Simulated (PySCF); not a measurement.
Cartesian coordinates (Å):
```xyz
5

Cd    -0.1261    -0.0684     0.1438
N      0.0162     1.9158     0.4193
H      0.1945     2.2217     1.3763
H     -0.7715     2.4703     0.0823
H     -0.1259    -1.6853    -0.1671
```
Charge 0, spin multiplicity 1.

**Question.** Predict the HOMO, total energy and dipole moment from TPSSh-D3(BJ)/def2-TZVP // r2SCAN-D4/def2-SVP run with PySCF.

**Answer.** 
```
Property             Result
-------------  ------------
HOMO               -5.86 eV
total energy   -224.2625 Ha
dipole moment        1.04 D
```
